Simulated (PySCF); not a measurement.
**Molecular orbitals of MoO**

PBE0 at R = 1.699 Å; Mo cc-pVDZ-PP with ECP28, O cc-pVDZ; scalar-relativistic core potentials (PySCF 2.14). State: ⁵Π (quintet), unpaired electrons σ ↑, π ↑, δ ↑↑. Only the outer orbitals are listed, counted within each symmetry, core potentials removing the inner ones.

```json
{"spin": "α", "orbital": "4σ", "occ.": "1", "ε (eV)": "-24.94", "on Mo (%)": "13", "main shells (%)": "86 O s"}
{"spin": "α", "orbital": "2π", "occ.": "1", "ε (eV)": "-10.53", "on Mo (%)": "39", "main shells (%)": "61 O p, 38 Mo d"}
{"spin": "α", "orbital": "5σ", "occ.": "1", "ε (eV)": "-10.43", "on Mo (%)": "37", "main shells (%)": "58 O p, 33 Mo d"}
{"spin": "α", "orbital": "2π", "occ.": "1", "ε (eV)": "-9.87", "on Mo (%)": "40", "main shells (%)": "60 O p, 38 Mo d"}
{"spin": "α", "orbital": "1δ", "occ.": "1", "ε (eV)": "-7.28", "on Mo (%)": "99", "main shells (%)": "99 Mo d"}
{"spin": "α", "orbital": "1δ", "occ.": "1", "ε (eV)": "-7.28", "on Mo (%)": "100", "main shells (%)": "100 Mo d"}
{"spin": "α", "orbital": "6σ", "occ.": "1", "ε (eV)": "-6.03", "on Mo (%)": "95", "main shells (%)": "75 Mo s, 16 Mo d"}
{"spin": "α", "orbital": "3π", "occ.": "1", "ε (eV)": "-5.29", "on Mo (%)": "72", "main shells (%)": "55 Mo d, 28 O p, 16 Mo p"}
{"spin": "α", "orbital": "3π", "occ.": "0", "ε (eV)": "-2.79", "on Mo (%)": "78", "main shells (%)": "49 Mo d, 29 Mo p, 22 O p"}
{"spin": "α", "orbital": "7σ", "occ.": "0", "ε (eV)": "-1.64", "on Mo (%)": "84", "main shells (%)": "41 Mo p, 34 Mo d, 16 O p"}
{"spin": "α", "orbital": "4π", "occ.": "0", "ε (eV)": "-0.34", "on Mo (%)": "93", "main shells (%)": "82 Mo p, 11 Mo d"}
{"spin": "β", "orbital": "1π", "occ.": "1", "ε (eV)": "-41.36", "on Mo (%)": "100", "main shells (%)": "100 Mo p"}
{"spin": "β", "orbital": "1π", "occ.": "1", "ε (eV)": "-40.59", "on Mo (%)": "100", "main shells (%)": "100 Mo p"}
{"spin": "β", "orbital": "4σ", "occ.": "1", "ε (eV)": "-25.03", "on Mo (%)": "13", "main shells (%)": "87 O s"}
{"spin": "β", "orbital": "5σ", "occ.": "1", "ε (eV)": "-10.16", "on Mo (%)": "27", "main shells (%)": "68 O p, 22 Mo d"}
{"spin": "β", "orbital": "2π", "occ.": "1", "ε (eV)": "-10.02", "on Mo (%)": "22", "main shells (%)": "78 O p, 20 Mo d"}
{"spin": "β", "orbital": "2π", "occ.": "1", "ε (eV)": "-9.37", "on Mo (%)": "23", "main shells (%)": "77 O p, 20 Mo d"}
{"spin": "β", "orbital": "6σ", "occ.": "0", "ε (eV)": "-2.21", "on Mo (%)": "99", "main shells (%)": "82 Mo s, 14 Mo d"}
{"spin": "β", "orbital": "1δ", "occ.": "0", "ε (eV)": "-1.40", "on Mo (%)": "100", "main shells (%)": "100 Mo d"}
{"spin": "β", "orbital": "1δ", "occ.": "0", "ε (eV)": "-1.37", "on Mo (%)": "100", "main shells (%)": "95 Mo d"}
```

Problem. Which are the highest filled and the lowest empty level, where do they sit, and how wide is the gap?

Solution. Highest filled α 3π at -5.29 eV (in %: 55 Mo d, 28 O p, 16 Mo p); lowest empty α 3π at -2.79 eV (in %: 49 Mo d, 29 Mo p, 22 O p); the gap at PBE0 is 2.50 eV. Both belong to one degenerate shell, split only by its one-sided filling, so this is no excitation gap.

```json
{"bond order (Mayer)": "2.40", "⟨S²⟩": "6.049", "charge on Mo (Mulliken, basis-dependent)": "0.28", "charge on Mo (Löwdin, basis-dependent)": "0.30", "dipole moment (positive dipole means Mo(−)O(+))": "-3.37 D", "polarisability along the bond": "60.8 bohr³", "polarisability across the bond": "62.1 bohr³"}
```

Spin–orbit coupling is left out. With d or f electrons several states lie close, and the lowest PBE0 determinant need not be the measured ground state.
